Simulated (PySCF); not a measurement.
Computed IR spectrum (relative IR intensity) of a molecule C4H7NO. Coordinates come from a ωB97X-D3(BJ)/def2-SVP optimisation. One conformer was computed; it need not be the lowest. Calculation: ωB97X-D3(BJ)/def2-SVP run with PySCF 2.14.0. No scaling factor is applied to the harmonic values.

ν (cm⁻¹): 56 (vw), 144 (w), 162 (vw), 232 (w), 366 (vs), 401 (m), 477 (vw), 567 (w), 879 (w), 963 (m), 970 (w), 1017 (w), 1045 (m), 1120 (w), 1138 (s), 1187 (w), 1231 (w), 1325 (w), 1339 (w), 1381 (vw), 1411 (m), 1433 (m), 1479 (vw), 1756 (m), 1804 (s), 3042 (m), 3061 (m), 3116 (m), 3125 (w), 3880 (m) (against the strongest line: vs over 80 %, s over 45 %, m over 15 %, w over 4 %, vw less)

Pick the molecule that these values belong to.
A. C/C=N/C(C)=O
B. C=C/N=C/CO
C. CC1=N[C@@H](C)O1
D. C=C=C(N)OC

B, C=C/N=C/CO
